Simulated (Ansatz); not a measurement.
CH₇GaSi₂, SMILES `[CH2]1[SiH2][SiH2][GaH]1`. The species carries charge 0 and has multiplicity 1. Correlated methods include outer-core shells of Ga, which these sets cover unevenly. Scalar relativity is left out up to krypton.

```xyz
11

C    -0.106    1.326    0.464
Si    0.465    0.451   -1.107
Si   -0.354   -1.629   -0.367
Ga   -0.035   -0.301    1.635
H     0.423    2.229    0.771
H    -1.171    1.575    0.356
H     1.956    0.396   -1.135
H    -0.001    1.035   -2.397
H     0.317   -2.912   -0.707
H    -1.812   -1.750   -0.671
H     0.318   -0.418    3.158
```

Q: Give the diagnostics of a CCSD(T)/def2-TZVPP run (frozen core, Ansatz 0.2.0). (Best estimate.)

A: Ansatz gave: T1 = 0.0136, largest single amplitude 0.017, largest double 0.029, (T) share of the correlation energy 4.1 %, 10 CCSD cycles. The RHF solution is stable towards an unrestricted one. T1 lies under the customary mark of 0.02 for closed shells.
